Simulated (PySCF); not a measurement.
**Correlation energy of Br³⁺ (bromine, charge +3)**

Starting occupation: [Ar] 3d10 4s2 4p2, 4p1/2 with m_j = -1/2, +1/2. All numbers are calculated (PySCF 2.14, X2C-1e with screened-nucleus spin-orbit coupling, Gaussian nucleus, in x2c-TZVPPall-2c). Frozen: [Ne]; 22 electrons correlated.

MP2 pair energies summed by pair of shells (mhartree):

```
 pair  energy  share (%)
3d-3d  -85.61       27.3
3d-3p  -74.29       23.7
4p-4s  -39.82       12.7
3p-3p  -24.88        7.9
3d-3s  -17.10        5.4
4s-4s  -16.42        5.2
3d-4s  -15.40        4.9
3d-4p  -12.67        4.0
3p-3s  -10.38        3.3
4p-4p   -6.70        2.1
3p-4s   -4.45        1.4
3p-4p   -3.45        1.1
3s-3s   -1.26        0.4
3s-4s   -0.72        0.2
3s-4p   -0.70        0.2
```

Total MP2 correlation energy: -313.84 mhartree.

The GHF reference relaxed away from the jj start to a determinant that is no pure jj level (⟨S²⟩ = 1.96, ⟨J²⟩ = 1.43); the energies belong to that determinant.

This basis was not built for core-valence correlation, so the inner-shell part is incomplete.
